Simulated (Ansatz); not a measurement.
Ansatz (an electronic-structure program) input (CCSD(T)/def2-SVPD):

Ansatz 0.2 input:
```yaml
crystal:
  periodic: [false, false, false]
  atoms:
    - {symbol: Re, position_ang: [0.00000000, 0.00000000, 0.00000000]}
    - {symbol: F, position_ang: [-0.00000000, -0.00000000, -1.92957506]}
    - {symbol: F, position_ang: [0.00000000, 0.00000000, 1.92957506]}
basis:
  gaussian:
    orbitals: def2-SVPD
magnetization: {spin_polarized: true, initial_magnetization: 5}
correlation: {method: ccsd_t, electrons: outside_noble_gas}
output: {forces: true}
```

End of the output:

```
mean field evaluation 1: about -7516.6434 eV, gradient 2.6e1 eV
mean field evaluation 2: about -7516.6512 eV, gradient 2.6e1 eV
mean field evaluation 4: about -7519.8174 eV, gradient 4.0e0 eV
mean field evaluation 8: about -7520.0525 eV, gradient 1.9e-1 eV
mean field evaluation 16: about -7519.9855 eV, gradient 1.8e0 eV
mean field -7520.05298229 eV, -276.3568498240 hartree, gradient 1.6e-6 eV, S^2 8.761436; 0 other end points of the search recorded, 0 dependent functions left out
6 core orbitals not correlated
reference -7520.05298229 eV, -276.3568498240 hartree; 13, 8 occupied and 62, 67 virtual orbitals, 760 factors
densities: 0.66 GiB planned
second order -13.63899088 eV of doubles, -0.00000000 eV of singles
coupled cluster: 0.48 GiB planned
cycle   1  -13.29338054 eV  change    3.5e-1 eV  update   1.3e-1
cycle   2  -13.68970656 eV  change   -4.0e-1 eV  update   4.3e-2
cycle   3  -13.79719456 eV  change   -1.1e-1 eV  update   2.4e-2
cycle   4  -13.79838611 eV  change   -1.2e-3 eV  update   6.7e-3
cycle   5  -13.79302270 eV  change    5.4e-3 eV  update   3.2e-3
cycle   6  -13.79458575 eV  change   -1.6e-3 eV  update   1.1e-3
cycle   7  -13.79523217 eV  change   -6.5e-4 eV  update   3.4e-4
cycle   8  -13.79521662 eV  change    1.6e-5 eV  update   1.5e-4
cycle   9  -13.79522006 eV  change   -3.4e-6 eV  update   5.2e-5
cycle  10  -13.79523142 eV  change   -1.1e-5 eV  update   1.8e-5
cycle  11  -13.79522282 eV  change    8.6e-6 eV  update   5.8e-6
cycle  12  -13.79522460 eV  change   -1.8e-6 eV  update   2.5e-6
perturbative correction -0.35392283 eV, -0.0130064239 hartree
the calculation of the forces begins
Total energy: -7534.20212971 eV, -276.8768214011 hartree
Atom 0 at     0.000000     0.000000     0.000000 Å, force    -0.000000    -0.000000    -0.000000 eV/Å
Atom 1 at    -0.000000    -0.000000    -1.929575 Å, force     0.000000     0.000000    -0.764390 eV/Å
Atom 2 at     0.000000     0.000000     1.929575 Å, force     0.000000     0.000000     0.764390 eV/Å
Dipole moment:     0.000000    -0.000000    -0.000000 e Å
```

The spin state was set by rule; other spins were not relaxed.
